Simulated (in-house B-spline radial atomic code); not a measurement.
A fraction x of an electron is added to 2s in Li, starting from [He] 2s1 and keeping the highest spin. Level of theory: non-relativistic PBEsol, spin-polarised, spherical fractional occupations, point nucleus; calculated with a radial B-spline atomic code at the basis-set limit.

| x | E(x) - E(0) (eV) | 2s down level (eV) |
| --- | --- | --- |
| 0 | 0.0000 | - |
| 0.1 | -0.1787 | -1.706 |
| 0.2 | ? | ? |
| 0.3 | ? | ? |
| 0.4 | -0.5536 | -0.779 |
| 0.5 | -0.6157 | -0.464 |
| 0.6 | -0.6467 | -0.158 |

Task: What belongs in the row x = 0.2?

Result: An energy change of -0.3346 eV; 2s down at -1.408 eV.

Task: What belongs in the row x = 0.3?

Result: An energy change of -0.4599 eV; 2s down at -1.096 eV.

Task: Check Janak's theorem between x = 0.4 and 0.5.

Result: The slope of the energy is -0.62 eV; the orbital levels give -0.62 eV (ε of the filling orbital, averaged over the two points).

Task: Up to what added charge does this functional bind the extra electron?

Result: The highest level rises by about 3.1 eV per electron near x = 0.6 and would reach zero near x = 0.65, so a whole extra electron isn't bound at the basis-set limit.
